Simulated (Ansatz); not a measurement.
Ansatz (a quantum-chemistry and plane-wave program) input (RI-MP2/cc-pVTZ):
A basis named .json is the Basis Set Exchange file of that set.

Ansatz 0.2 input:
```yaml
crystal:
  periodic: [false, false, false]
  atoms:
    - {symbol: C, position_ang: [2.03622935, -0.03807588, 1.00016607]}
    - {symbol: C, position_ang: [1.17959813, 0.86387104, 0.09609787]}
    - {symbol: C, position_ang: [0.63077491, 0.13528046, -1.08926433]}
    - {symbol: C, position_ang: [-0.61329492, -0.45100551, -1.24282031]}
    - {symbol: C, position_ang: [-1.68995228, -0.54570685, -0.37336581]}
    - {symbol: C, position_ang: [-1.78592879, -0.05116384, 1.03461403]}
    - {symbol: H, position_ang: [2.45656833, 0.53015140, 1.83269405]}
    - {symbol: H, position_ang: [1.44100944, -0.85641577, 1.40870870]}
    - {symbol: H, position_ang: [2.86215952, -0.47987471, 0.43948508]}
    - {symbol: H, position_ang: [0.38222437, 1.31391746, 0.68538074]}
    - {symbol: H, position_ang: [1.80445047, 1.68910951, -0.25935386]}
    - {symbol: H, position_ang: [1.31764968, 0.02216070, -1.92198364]}
    - {symbol: H, position_ang: [-0.77591638, -0.91874931, -2.21006148]}
    - {symbol: H, position_ang: [-2.57466259, -1.03322592, -0.76584746]}
    - {symbol: H, position_ang: [-0.89449711, -0.28357951, 1.61993828]}
    - {symbol: H, position_ang: [-1.92125757, 1.03598515, 1.07852959]}
    - {symbol: H, position_ang: [-2.64228666, -0.49867574, 1.53994486]}
basis:
  gaussian:
    orbitals: cc-pVTZ
    fitting: {mean_field: def2-universal-jkfit, correlation: cc-pVTZ-RIFIT.json}
magnetization: {spin_polarized: true, initial_magnetization: 1}
correlation: {method: mp2, electrons: outside_noble_gas}
```

End of the output:

```
integrals: 0.58 GiB planned
648 factors; integrals over basis functions are off by at most 9.4e-1 eV
0.73 GiB of device memory are held for the factors and their scratch space
mean field: 1.34 GiB planned
mean field evaluation 1: about -6352.9076 eV, gradient 2.8e1 eV
mean field evaluation 2: about -6357.0489 eV, gradient 1.1e1 eV
mean field evaluation 4: about -6357.9122 eV, gradient 1.6e0 eV
mean field evaluation 8: about -6358.0092 eV, gradient 4.3e-4 eV
mean field -6358.00919681 eV, -233.6525283695 hartree, gradient 2.8e-6 eV, S^2 0.949313; 0 other end points of the search recorded, 0 dependent functions left out
6 core orbitals not correlated
816 factors; their error is unknown
reference -6358.00919681 eV, -233.6525283695 hartree; 18, 17 occupied and 310, 311 virtual orbitals, 816 factors
second order -26.74974574 eV of doubles, -0.00000000 eV of singles
Total energy: -6384.75894256 eV, -234.6355633940 hartree
```

It need not be the lowest isomer of its formula.

The determinant is spin-contaminated: <S^2> is 0.95 against 0.75 for a pure state.
